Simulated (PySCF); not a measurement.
Species: CH8Ge2O.
Bonds: Ge1–C2, C2–O3, O3–Ge4. Hydrogens: H5, H6, H7 on Ge1; H8, H9 on C2; H10, H11, H12 on Ge4.

Method used: PySCF, PBE0-D3(BJ)/def2-SVP geometry optimisation, gas phase.

What internal coordinates does the optimisation give?

| bond | length (Å) |
| --- | --- |
| Ge1–C2 | 1.978 |
| C2–O3 | 1.406 |
| O3–Ge4 | 1.786 |
| Ge1–H5, Ge1–H6, Ge1–H7 | 1.541 |
| C2–H8, C2–H9 | 1.106 |
| Ge4–H10, Ge4–H11 | 1.543 |
| Ge4–H12 | 1.532 |

Bonds in one row agree within 0.01 Å and their mean is given. A selection of angles:
| angle | degrees |
| --- | --- |
| C2–Ge1–H5 | 110.5 |
| H5–Ge1–H6 | 108.9 |
| Ge1–C2–O3 | 111.5 |
| Ge1–C2–H8 | 109.3 |
| Ge1–C2–H9 | 108.1 |
| O3–C2–H8 | 113.0 |
| O3–C2–H9 | 108.5 |
| H8–C2–H9 | 106.1 |
| C2–O3–Ge4 | 121.0 |
| O3–Ge4–H10 | 108.1 |
| O3–Ge4–H11 | 110.0 |
| O3–Ge4–H12 | 104.5 |
| H10–Ge4–H11 | 109.9 |
| H10–Ge4–H12 | 112.5 |

Dihedral angles: Ge1–C2–O3–Ge4 95° (anticlinal). The mirror-image conformer, all signs reversed, is as good.

Ge4 (germanium bonded to O and 3 H) is distorted tetrahedral (angles from 104.5° to 112.5°). Ge1 (germanium bonded to C and 3 H) is tetrahedral (angles from 108.9° to 110.5°). O3 (oxygen bonded to C and Ge) is bent (angle 121.0°).

Point group: C1 (no symmetry element, even within 0.4 Å). Stationary, but not proved a minimum. One conformer, not necessarily the lowest.

The run took 2.0 min of wall time on one thread of an Arm Neoverse V2, shared host, and the process peaked at 0.55 GiB of memory. This is the geometry optimisation.
